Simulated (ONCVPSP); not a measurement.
# What one change does to a pseudopotential (Sr (Z = 38), ONCV)

```json
{
  "Element": "strontium",
  "Generator": "ONCVPSP 4.0.1",
  "Type": "optimised norm-conserving Vanderbilt (ONCV)",
  "Functional": "PBEsol",
  "Relativity": "scalar-relativistic",
  "Frozen core": "[Ar] 3d10",
  "Valence charge": "10",
  "Reference configuration": "4s2 4p6 5s1.75 5p0.25",
  "Partial waves": "4s+5s: rc 2.15 bohr, ncon 3, nbas 7, qcut 7.1 1/bohr, 2 projectors; 4p+5p: rc 2.05 bohr, ncon 3, nbas 7, qcut 6 1/bohr, 2 projectors; d scattering state at 0.03 Ha: rc 1.65 bohr, ncon 4, nbas 8, qcut 5.3 1/bohr, 2 projectors, debl 2.8 Ha",
  "Local potential": "polynomial inside 1.55 bohr (lpopt 5, dvloc0 0 Ha)",
  "Core correction": "Teter function, fcfact 5.5, rcfact 1.6"
}
```

In the d channel the program set the typed energies aside and used 0.050, 2.850 Ha.

All-electron outer shells of the reference configuration (PBEsol, scalar-relativistic, ld1.x):

| shell | level (eV) | outermost node (bohr) | outermost maximum (bohr) |
| --- | --- | --- | --- |
| 3d | -128.37 | – | 0.38 |
| 4s | -41.22 | 0.59 | 1.19 |
| 4p | -23.14 | 0.61 | 1.33 |
| 5s | -3.71 | 1.65 | 3.67 |
| 5p | -1.42 | 1.96 | 4.83 |

Change: s: qcut 6; p: qcut 5.1; d: qcut 4.5.

Cutoffs: the cutoffs (Ha) at which the residual kinetic energy of the hardest occupied pseudo-wave falls to 1 and 0.1 mHa per electron; they do not see the model core or the augmentation charge, which bear on the density cutoff. Errors are all-electron minus pseudo energies relative to the spin-unpolarised reference configuration.

Task: What does the change do?

Result: The potential gets softer (14 Ha and 18 Ha → 11 Ha and 13 Ha); of the 4 tests that both files solve, the error grows in 1 and shrinks in 0 by more than 15 % and 0.3 meV (median size 0.9 → 1.0 meV); neither file shows a bound ghost.

| quantity | base | changed |
| --- | --- | --- |
| cutoff, loose | 14 Ha | 11 Ha |
| cutoff, tight | 18 Ha | 13 Ha |
| loose cutoff by channel | s 14 Ha, p 7.4 Ha | s 11 Ha, p 7.7 Ha |
| bound ghosts | none | none |
| GHOST(+) flags under 300 eV | s at 181.2 eV | s at 136.8 eV |
| error for 4s2 4p6 5s2 5p0, meV [ΔE -0.57 eV] | 0.0 | 0.0 |
| error for 4s2 4p6 5s1 5p0, meV [ΔE 5.33 eV] | -0.4 | -0.5 |
| error for 4s2 4p6 5s0 5p0, meV [ΔE 16.22 eV] | -2.2 | -2.9 |
| error for 4s2 4p6 4d0.5 5s1.5 5p0, meV [ΔE 0.58 eV] | -1.3 | -1.5 |
| s: phases at 2.18 bohr within 0.05 rad from the reference energy up to (Ha; the scan ends near 5) | 5.0 | 4.1 |
| p: phases at 2.08 bohr within 0.05 rad from the reference energy up to (Ha; the scan ends near 5) | to the end of the scan | to the end of the scan |
| d: phases at 1.68 bohr within 0.05 rad from the reference energy up to (Ha; the scan ends near 5) | to the end of the scan | to the end of the scan |
| rms error of d²Exc/dni dnj with the model core, mHa | 2.72 | 2.93 |
